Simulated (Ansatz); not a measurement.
`CC1([SiH3])BO1` + `BNB` → `BN(B)C` + `[SiH3]C1BO1`  (substitution at a C–C bond)

Gas-phase electronic energies from Ansatz, PBE0-D4/def2-TZVP geometries. CCSD(T)/CBS is the MP2 limit (def2-TZVPP, def2-QZVPP) plus CCSD(T) − MP2 in def2-TZVPP, frozen cores. This one scheme is used for every species. Functionals use def2-TZVPP. B3LYP here is the variant with VWN-RPA as its local correlation; programs differ in this.

```json
{"level": "PBE-D4", "ΔE (kJ/mol)": "45.5", "difference from CCSD(T)/CBS": "0.5"}
{"level": "r2SCAN-D4", "ΔE (kJ/mol)": "47.4", "difference from CCSD(T)/CBS": "2.4"}
{"level": "PBE0-D4", "ΔE (kJ/mol)": "46.1", "difference from CCSD(T)/CBS": "1.1"}
{"level": "PBE0", "ΔE (kJ/mol)": "45.0", "difference from CCSD(T)/CBS": "0.0"}
{"level": "B3LYP", "ΔE (kJ/mol)": "42.9", "difference from CCSD(T)/CBS": "-2.1"}
{"level": "HF/def2-TZVPP", "ΔE (kJ/mol)": "43.0", "difference from CCSD(T)/CBS": "-2.0"}
{"level": "MP2/def2-TZVPP", "ΔE (kJ/mol)": "46.9", "difference from CCSD(T)/CBS": "1.9"}
{"level": "SCS-MP2/def2-TZVPP", "ΔE (kJ/mol)": "44.0", "difference from CCSD(T)/CBS": "-1.0"}
{"level": "HF/def2-QZVPP", "ΔE (kJ/mol)": "42.6", "difference from CCSD(T)/CBS": "-2.4"}
{"level": "MP2/CBS(def2)", "ΔE (kJ/mol)": "47.9", "difference from CCSD(T)/CBS": "2.9"}
{"level": "CCSD(T)/CBS", "ΔE (kJ/mol)": "45.0", "difference from CCSD(T)/CBS": "0"}
```

Largest T1 diagnostic among the species: 0.016.
